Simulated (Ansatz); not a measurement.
Consider the ligand exchange at the Al–C bond: `C[C](O)([AlH2])[SiH3]` + `C[SiH2]N` → `C[SiH2][NH][AlH2]` + `CC(O)[SiH3]`.

Isolated molecules relaxed with PBE0-D4/def2-TZVP in Ansatz; ΔE leaves out vibrations. CBS: MP2 limit from def2 TZ/QZ plus the TZ coupled-cluster correction, frozen cores. Functionals use def2-TZVPP. B3LYP here is the variant with VWN-RPA as its local correlation; programs differ in this. One conformer a species, not always the lowest.

`C[C](O)([AlH2])[SiH3]`:

Z-matrix (Å, degrees):
```
C
C 1 1.527
H 1 1.099 2 111.7
H 1 1.095 2 111.3 3 119.4
H 1 1.094 2 111.5 3 -119.8
O 2 1.442 1 111.3 3 -63.9
Al 2 1.981 1 112.8 3 176.6
Si 2 1.893 1 111.2 3 56.1
H 6 0.964 2 108.7 1 60.8
H 7 1.590 2 116.8 1 -57.7
H 7 1.583 2 121.6 1 123.2
H 8 1.491 2 110.3 1 169.5
H 8 1.489 2 112.5 1 48.6
H 8 1.494 2 108.2 1 -72.2
```

`C[SiH2]N`:

Cartesian coordinates in Å:
```
C 1.027 0.918 -0.243
Si -0.082 -0.329 0.603
N -1.387 -0.949 -0.331
H 1.821 1.247 0.435
H 0.463 1.801 -0.554
H 1.499 0.488 -1.130
H -0.677 0.313 1.807
H 0.749 -1.495 1.012
H -2.193 -0.380 -0.530
H -1.221 -1.613 -1.069
```

`C[SiH2][NH][AlH2]`:

Z-matrix (Å, degrees):
```
C
Si 1 1.868
H 1 1.094 2 110.6
H 1 1.093 2 111.0 3 119.5
H 1 1.093 2 111.0 3 -120.2
N 2 1.730 1 112.9 3 -179.8
H 2 1.493 1 108.1 3 -56.9
H 2 1.488 1 110.2 3 61.4
Al 6 1.781 2 129.4 1 -117.5
H 6 1.013 2 114.6 1 63.7
H 9 1.581 6 118.4 2 1.3
H 9 1.584 6 117.5 2 -179.1
```

`CC(O)[SiH3]`:

Cartesian coordinates in Å:
```
C -0.027 -0.817 1.111
C 0.477 0.221 0.124
O 0.353 1.543 0.632
Si -0.481 0.195 -1.512
H 0.078 -1.829 0.710
H 0.545 -0.774 2.046
H -1.079 -0.648 1.353
H 1.532 0.003 -0.111
H 0.807 1.588 1.479
H -1.925 0.440 -1.254
H -0.323 -1.148 -2.135
H 0.044 1.226 -2.443
```

| level | ΔE (kJ/mol) | difference from CCSD(T)/CBS |
| --- | --- | --- |
| r2SCAN-D4 | -128.8 | 2.7 |
| PBE0-D4 | -123.6 | 7.9 |
| B3LYP-D4 | -129.6 | 1.9 |
| ωB97X-V | -129.6 | 1.9 |
| ωB97M-V | -128.1 | 3.4 |
| B2PLYP | -135.4 | -3.9 |
| r2SCAN | -129.4 | 2.1 |
| B3LYP | -133.8 | -2.3 |
| MP2/def2-TZVPP | -135.0 | -3.5 |
| SCS-MP2/def2-TZVPP | -138.0 | -6.5 |
| CCSD(T)/def2-TZVPP | -134.2 | -2.7 |
| HF/def2-QZVPP | -150.7 | -19.2 |
| SCS-MP2/def2-QZVPP | -136.8 | -5.3 |
| HF/CBS(def2) | -150.8 | -19.3 |
| MP2/CBS(def2) | -132.4 | -0.9 |
| CCSD/CBS(def2) | -134.3 | -2.8 |
| CCSD(T)/CBS | -131.5 | 0 |

Largest T1 diagnostic among the species: 0.012.

In def2-TZVPP, CCSD(T) changes the Hartree–Fock value by +15.9 kJ/mol (the triples alone add +2.8 kJ/mol) and MP2 by +15.0 kJ/mol. From PBE to PBE0 (25 % exact exchange), in def2-TZVPP and without D4, ΔE moves by −5.5 kJ/mol.
